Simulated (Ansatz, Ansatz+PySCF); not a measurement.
```xyz
5

B     0.0000    0.0000    0.0000
F     0.8751    0.8751    0.8751
F     0.8751   -0.8751   -0.8751
F    -0.8751    0.8751   -0.8751
F    -0.8751   -0.8751    0.8751
```

RHF on singlet BF4(-) was run in several spherical basis sets with Ansatz (development build ahead of 0.2.0). Caution: no diffuse functions for an anion. Caution for RHF: no unrestricted run beside it, a lower state can exist.

Q: Rank the basis sets by the total energy that they give, lowest first, with the distance from the lowest.
A. def2-SVP
B. cc-pVTZ
C. 6-31G(d)
D. def2-TZVP
E. cc-pVDZ

A: D (0.00 eV), B (0.75 eV), E (4.78 eV), C (5.64 eV), A (14.48 eV).

Totals follow the description of the cores as much as that of the bonds, so this order isn't one of quality for chemistry.
